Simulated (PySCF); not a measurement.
C3H8FNSi, SMILES C/N=C/[C@H](F)[SiH3]. Geometry: B3LYP-D3(BJ)/def2-SVP. The structure was generated by enumeration; whether it is a known compound was not checked. Other conformers were not sampled.

The numbers are results of PySCF 2.14.0 with B3LYP-D3(BJ)/def2-SVP, not measurements.

Harmonic wavenumbers (cm⁻¹): 93, 121, 177, 197, 219, 256, 350, 446, 516, 583, 675, 746, 919, 934, 941, 964, 1020, 1061, 1091, 1131, 1148, 1244, 1305, 1359, 1420, 1452, 1469, 1785, 2225, 2246, 2258, 2976, 2985, 3001, 3077, 3097. Rotational constants (GHz): 4.182, 1.723, 1.292; symmetry number 1.

Q: Work out the zero-point energy and the ideal-gas rigid-rotor harmonic-oscillator thermochemistry at 298.15 K and 1 atm.

A: ZPE = ½ Σ hcν = ½ × 45485 cm⁻¹ = 65.02 kcal/mol. H − E(el) = 70.67 kcal/mol. Entropy in cal/(mol K): translation 39.87, rotation 27.94, vibration 19.47, total 87.28. G − E(el) = 44.65 kcal/mol. Cp = 29.97 cal/(mol K). Modes under 150 cm⁻¹ make the vibrational entropy uncertain.
